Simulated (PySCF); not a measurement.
A calculated (LDA, PySCF 2.14, x2c-TZVPPall with one added diffuse shell each of s, p, d type, scalar relativity by spin-free X2C-1e) atom or ion has these occupied shells.

```
shell  electrons  orbital energy (eV)  rms radius, mean of both spins (bohr)
 1s α          1              -2076.0                                  0.120
 1s β          1              -2075.5                                  0.120
 2s α          1              -174.39                                  0.569
 2s β          1              -173.84                                  0.569
 2p α          3              -125.81                                  0.545
 2p β          3              -125.19                                  0.545
 3s α          1              -15.741                                   2.00
 3p α          3               -7.007                                   2.53
 3p β          1               -4.740                                   2.53
```

Problem. Name the element and its charge.

Solution. P (phosphorus, neutral), in [Ne] 3s1 3p4, high-spin 4P determinant (an excited configuration).
